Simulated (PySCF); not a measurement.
Telling isomers of C4H6FN3 apart by NMR

- shielding tensors at PBE0/pcSseg-1 (GIAO)
- coordinates at the GFN2-xTB level
- spin–spin couplings from B3LYP/pcJ-1 (spin–dipole term left out of most H,H and C,H couplings)
- run in PySCF 2.14
- averaged over atoms made equivalent by symmetry, fast rotation or ring inversion, relativity neglected, single conformer, in vacuum

Shifts are taken against calculated references (same method and geometry level): $^{1}$H, $^{13}$C against TMS. Multiplet labels drop J under 1 Hz and among equivalent protons, and merge close values. Unscaled 3J(H,H) run several per cent high. One-bond C–F couplings are unscaled and too large by tens of Hz. Shifts are as computed. Against solution values, carbons near 30 ppm lie about +3 ppm off and those near 130 ppm about +5 ppm. Of 1211 compounds with measured shifts, 218 miss one by over three times the rms of a fit or turn the order of signals round; such compounds aren't used in these exercises.

(1) Tabulate the signals of `CCn1ncc(F)n1`, `Cc1nn(C)nc1F` and their relative energies.

(2) What is the quickest way to tell CCn1ncc(F)n1 from Cc1nn(C)nc1F?

Answers

(1) 
| SMILES | carbon types | δC | δH | E rel. (kcal/mol) |
| --- | --- | --- | --- | --- |
| CCn1ncc(F)n1 | 1×C 1×CH 1×CH2 1×CH3 | 172.3, 122.6, 52.5, 19.1 | 7.22 (d, 1H), 4.37 (q, 2H), 1.47 (t, 3H) | 2.6 |
| Cc1nn(C)nc1F | 2×C 2×CH3 | 169.7, 132.4, 42.0, 10.1 | 4.08 (s, 3H), 2.42 (d, 3H) | 0.0 |

Energies are electronic energies at PBE0/pcSseg-1 on these geometries, without zero-point or thermal terms, each for the one conformer computed, which needn't be the lowest.

(2) Both give the same number of carbon signals, but DEPT or the intensities differ. The first has an aromatic CH next to a ring nitrogen at 122.6 ppm, the second a substituted aromatic carbon next to a ring nitrogen (C) at 132.4 ppm. Their most deshielded carbons lie at 172.3 and 169.7 ppm. In the proton spectra the most deshielded non-exchanging signals are 7.22 (d, J = 8.1 Hz, 1H) and 4.08 (s, 3H).
